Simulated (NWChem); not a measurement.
Species: C₃H₃BF₂; SMILES FB1CC=C1F

```xyz
9

F     -1.0998     1.7372     0.0058
B     -0.1917     0.7875    -0.0086
C      1.4082     0.7636    -0.0078
C      1.1682    -0.7452     0.0129
C     -0.1834    -0.7608    -0.0050
F     -1.0168    -1.7823    -0.0027
H      1.9218     1.1388    -0.9087
H      1.9213     1.1665     0.8815
H      1.8957    -1.5655     0.0380
```
Atoms are numbered in this order, from 1.

Level: PBE0/def2-SVP (NWChem), optimised geometry, unscaled harmonic frequencies. 

```tsv
frequency (cm⁻¹)	IR intensity (km/mol)
83	0.0
257	1.5
316	0.0
479	2.1
585	14.1
597	1.6
727	23.4
871	55.6
903	44.9
924	0.4
997	55.8
1102	6.6
1156	17.0
1236	79.3
1305	49.7
1439	15.6
1512	404.0
1710	122.9
3069	19.2
3123	8.3
3194	4.6
```

```yaml
zero_point_energy: 36.6 kcal/mol
thermal correction to the enthalpy at 298.15 K (with zero-point energy): 40.6 kcal/mol
heat capacity Cv: 18.4 cal/(mol K)
entropy at 298.15 K and 1 atm (symmetry number 1): 75.4 cal/(mol K)
dipole_moment: 1.76 D
```

Rigid rotor and harmonic oscillator; modes under 100 cm⁻¹ make the entropy uncertain.
